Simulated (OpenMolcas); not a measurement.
## V3+: moving the ligands

V3+ with its 6 nearest chloride ions at 2.477 Å, on the Y site of Cs2NaYCl6 (a = 10.7396 Å, distance in the model lattice 2.619 Å). The rest of the host is ab initio model potentials to 7.6 Å, with orthogonalisation functions on the cations behind the ligands, and point charges beyond; the distance is set by hand and nothing relaxes. Ligand basis ANO-RCC-VDZP.

| Quantity | Value |
| --- | --- |
| Program | OpenMolcas 26.06 |
| Method | CASSCF |
| Basis | ANO-RCC-VTZP [6s5p3d2f1g] |
| Scalar Hamiltonian | DKH2, point nucleus |
| Active space | 2 electrons in 5 orbitals (3d) |
| State averaging | 2S+1 = 3 even, 10 roots; 2S+1 = 1 even, 15 roots |
| Spin-orbit coupling | RASSI with atomic mean-field integrals over the reference wave functions |

Runs around this geometry, states (labels of O, the rotations of Oh). Energies in cm-1 above the lowest state or level, χT in cm3 K/mol; under a threefold ground state the first gap can be a small split of the lowest multiplet, not the spin-orbit step; 10Dq and B are least-squares fits to the states below 45000 cm-1, weighted by degeneracy, with a free offset, and given where the rms deviation is under 5 % of |10Dq| (or 100 cm-1) and under 700 cm-1.

| R (Å) | Ground state | First state of that spin | 10Dq | B (rms of fit) | First gap with spin-orbit (degeneracies) | χT at 300 K | First state of another spin |
| --- | --- | --- | --- | --- | --- | --- | --- |
| 2.4 | 3T1 | 3T2 9990 | 11024 | 934 (208) | 6.0 (2, 3) | 0.906 | 1T2 13520 |
| 2.477 | 3T1 | 3T2 8477 | 9408 | 947 (201) | 7.4 (2, 3) | 0.905 | 1T2 13683 |
| 2.619 | 3T1 | 3T2 6424 | 7182 | 964 (182) | 10.2 (2, 3) | 0.903 | 1T2 13840 |

Taking |10Dq| as R^-n, n = -ln(7182 / 11024) / ln(2.619 / 2.4) = 4.9 between the shortest and longest distance. The point-charge formula for a cubic d site gives n = 5.

An orbital triplet at a regular site is open to Jahn-Teller coupling, which can distort the site and quench the lowest spin-orbit gaps and is left out. Without dynamic correlation the repulsion within the d shell is too large (B by tens of per cent), so at a given field states of lower spin stand too high. Ligand-to-metal charge-transfer states are missing. With no ligand orbital active B as a rule stays too high, so bands that hang on it stand too high and its fall with covalency is understated. With metal d orbitals alone and no dynamic correlation the field as a rule comes out too small, by tens of per cent, by up to half for chloride and softer ligands. No measured value stands beside these numbers; the geometry was set by hand and not optimised.
